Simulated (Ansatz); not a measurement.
System: sum formula H₃SiO₃F (charge 0, singlet). 
Geometry from a B3LYP-D3(BJ)/def2-TZVP (Ansatz, a program for electronic structure) optimisation:
```xyz
8

Si     0.0007    -0.0003    -0.0170
F     -0.0678     0.0278     1.5817
O     -0.7923     1.2887    -0.6039
O      1.5552     0.0491    -0.4816
O     -0.6928    -1.3665    -0.5530
H     -0.5010     2.1695    -0.3569
H      2.1518    -0.6459    -0.1938
H     -1.6127    -1.5392    -0.3394
```

Wanted: vertical triplet-singlet gap (E(triplet) - E(singlet); each state is the SCF solution reached for its spin; the molecule has degenerate orbitals, so one determinant may break the symmetry), in eV. Correlated levels leave the core frozen unless marked. Open shells are spin-unrestricted. No spin-orbit coupling. Non-relativistic. Basis-set limits of correlation are two-point, X^-3; Hartree-Fock from the larger set.

CCSD(T)/CBS(aug-cc-pV(T+d)Z,aug-cc-pV(Q+d)Z) (Ansatz) gives 8.43 eV.

### Question
Another calculation gave 8.18 eV. Which level was it?
(A) PBE0/def2-TZVPD (Ansatz)
(B) B3LYP/def2-TZVPD (Ansatz)
(C) PBE/def2-TZVPD (Ansatz)
(D) CAM-B3LYP/def2-TZVPD (Ansatz)

### Answer
D, CAM-B3LYP/def2-TZVPD (Ansatz). The others give 7.79 (B3LYP), 7.95 (PBE0), 7.06 (PBE) eV.
